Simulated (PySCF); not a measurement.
**Worked example: entropy of an ideal gas**

GeI, SMILES [Ge][I] (connectivity only; charge and spin as stated), charge +1, multiplicity 1.

Geometry: B3LYP-D3(BJ)/def2-TZVP. The multiplicity is an assumed one; other spin states were not compared. The def2 effective core potentials stand for the cores of I; spin–orbit coupling is left out.

B3LYP-D3(BJ)/def2-TZVP in PySCF gives the harmonic wavenumbers 296 cm⁻¹ and the rotational temperature 0.0896 K. The molar mass is 199.53 g/mol, the symmetry number 1, the spin multiplicity 1.

Problem. Work out the entropy at 298.15 K and 1 atm in the rigid-rotor, harmonic-oscillator model.

Solution. 
Translation (Sackur–Tetrode at 1 atm): S = R[1.5 ln M + 2.5 ln T − 1.16487] = 174.8 J/(mol K).
Rotation: q = T/(σ θ) = 3330, S = R[ln q + 1] = 75.7 J/(mol K).
Vibration: with u = 1.4388 ν/T, each mode gives R[u/(e^u − 1) − ln(1 − e^−u)]:
| ν (cm⁻¹) | modes | u | S (J/(mol K)) |
|---|---|---|---|
| 296 | 1 | 1.43 | 6.02 |
These are all the modes. Sum 6.0 J/(mol K).
Spin: R ln 1 = 0.0 J/(mol K).
Total 256.6 J/(mol K); the program's own thermochemistry gives 256.6. Translation makes up 68 % and vibration 2 %. Anharmonicity, hindered rotation and orbital degeneracy are left out.
